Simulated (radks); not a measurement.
All-electron calculation, non-relativistic Kohn-Sham, LDA (Slater exchange, Perdew-Wang correlation), spin-unpolarised, spherical densities, point nucleus. Program: a radial shooting solver on a logarithmic mesh with Libxc functionals. Response by self-consistent Sternheimer equations with the Hartree and adiabatic LDA kernel. For heavy and open-shell atoms this level of theory can miss by tens of per cent. Rank In+, Br2+, Ne, Sn+, Si, C, Ni3+, Tc, Cr (NIST ground configurations) by static dipole polarisability, largest first.

Answer. Tc 77.86, Cr 76.90, Si 45.30, Sn+ 28.24, In+ 26.33, C 14.48, Br2+ 8.520, Ne 3.052, Ni3+ 1.762 bohr^3.
